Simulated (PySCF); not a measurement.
A structure optimised at PBE0-D3(BJ)/def2-SVP, used in a PySCF frequency run:

```xyz
12

C     -2.8596     0.4080    -0.7750
Si    -1.4071    -0.7825    -0.7791
C     -0.0724    -0.2236     0.4073
C      1.1584     0.0832    -0.0082
Cl     2.4299     0.6180     1.0344
H     -3.3036     0.4790     0.2300
H     -3.6439     0.0702    -1.4698
H     -2.5377     1.4156    -1.0790
H     -0.7925    -0.8651    -2.1414
H     -1.8803    -2.1478    -0.3870
H     -0.2890    -0.1305     1.4787
H      1.4790     0.0232    -1.0529
```

Task: Write its SMILES and formula.

Result: C[SiH2]/C=C/Cl, C3H7ClSi

Task: What are its rotational constants (standard atomic weights)?

Result: 11.567, 1.0111, 0.97396 GHz
